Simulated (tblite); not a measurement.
Species: C₆H₁₄P₂.
Structure used (GFN2-xTB), in Å, numbered top down from 1:
```
atom  x, y, z in Å
C1     1.3826    2.4754    0.0134
C2     1.1114    1.2851   -0.4992
P3     0.3584   -0.0538    0.4777
C4     1.0925   -1.4902   -0.4629
C5     2.5753   -1.6468   -0.1539
P6    -1.5681   -0.0251   -0.5910
C7    -2.4409   -1.2560    0.4887
C8    -2.2268    1.5177    0.1979
H9     1.1798    2.7023    1.0478
H10    1.8158    3.2697   -0.5746
H11    1.3288    1.0636   -1.5393
H12    0.5528   -2.3936   -0.1653
H13    0.9343   -1.3396   -1.5349
H14    2.9936   -2.4908   -0.7000
H15    3.1213   -0.7475   -0.4346
H16    2.7257   -1.8157    0.9104
H17   -2.2594   -1.0548    1.5432
H18   -3.5093   -1.2020    0.2854
H19   -2.0957   -2.2591    0.2463
H20   -3.2842    1.6111   -0.0447
H21   -2.1003    1.4909    1.2793
H22   -1.6980    2.3788   -0.2069
```

Computed with GFN2-xTB (tblite): harmonic, unscaled wavenumbers at the GFN2-xTB geometry, gas phase. The method is semi-empirical: single wavenumbers can be off by several per cent or more. One conformer, not necessarily the lowest.

Harmonic wavenumbers (cm⁻¹): 39.9, 51.9, 74.7, 107.7, 138.0, 144.4, 169.3, 178.8, 207.2, 214.4, 245.6, 285.0, 289.0, 364.4, 469.0, 568.8, 678.5, 702.5, 705.7, 737.1, 771.9, 822.4, 853.8, 892.2, 895.7, 939.0, 982.5, 1000.4, 1012.6, 1017.8, 1071.1, 1222.0, 1236.0, 1252.3, 1315.7, 1316.8, 1396.9, 1410.4, 1437.4, 1446.9, 1449.6, 1452.0, 1460.5, 1496.5, 1500.6, 1652.9, 2930.3, 2950.9, 2989.6, 2993.9, 2996.1, 3001.8, 3006.9, 3013.9, 3014.6, 3017.3, 3019.5, 3031.7, 3078.6, 3105.0.

A = 1749, B = 1108, C = 755.2 MHz; mass 148.057 u (most abundant isotopes); point group C1, symmetry number 1.

**Question.** Zero-point energy?

**Answer.** Half the sum of the wavenumbers: 39914 cm⁻¹ = 477.48 kJ/mol.

**Question.** Entropy at 273.15 K, 1 bar (ideal gas, RRHO, classical rotation)?

**Answer.** Translation 169.36, rotation 123.49, vibration 161.37: S = 454.2 J/(mol K).

**Question.** And Cp and H(273.15 K) − H(0)?

**Answer.** Cp = 182.32 J/(mol K), of which vibrations give 149.07 (their classical limit is 60 R = 498.9); H(273.15 K) − H(0) = 31.62 kJ/mol without the zero-point energy, 22.54 from vibrations.

**Question.** What must be added to the electronic energy to get the Gibbs energy at 273.15 K and 1 bar?

**Answer.** ZPE + [H(273.15 K) − H(0)] − T·S = 477.48 + 31.62 − 124.07 = 385.03 kJ/mol.

**Question.** How do the functions run with temperature in this model?

**Answer.** 
| T (K) | S (J/(mol K)) | Cp (J/(mol K)) | H − H(0) (kJ/mol) | G − H(0) (kJ/mol) | ln q(vib) |
| --- | --- | --- | --- | --- | --- |
| 150 | 362.8 | 128.5 | 12.52 | -41.91 | 4.78 |
| 250 | 438.5 | 171.9 | 27.52 | -82.11 | 8.64 |
| 298.15 | 470.7 | 193.6 | 36.32 | -104.01 | 10.38 |
| 400 | 533.8 | 237.6 | 58.32 | -155.21 | 13.92 |
| 600 | 644.0 | 306.7 | 113.15 | -273.27 | 20.41 |
| 900 | 782.5 | 376.1 | 216.34 | -487.95 | 29.22 |

q(vib) and H(0) count from the zero-point level.

**Question.** Blend soft modes into free rotors: weight 1/[1 + (100 cm⁻¹/ν̃)⁴] for the oscillator and the rest for a rotor with moment μB/(μ + B), μ = h/(8π²ν), B = 10⁻⁴⁴ kg m². What vibrational entropy results?

**Answer.** 147.60 J/(mol K) in place of 161.37, which changes −T·S at 273.15 K by +3.76 kJ/mol.

**Question.** Which modes carry the vibrational entropy at 273.15 K?

**Answer.** 39.9 cm⁻¹: 21.30; 51.9 cm⁻¹: 19.12; 74.7 cm⁻¹: 16.12; 107.7 cm⁻¹: 13.14; 138.0 cm⁻¹: 11.15; 144.4 cm⁻¹: 10.79 J/(mol K); the other 54 give 69.75 together.

Hindered rotation and anharmonicity are outside this model. Other conformers, if any are populated, would add a mixing term that is left out. The structure is chiral; the term R ln 2 for an equal mix with its mirror image is left out.
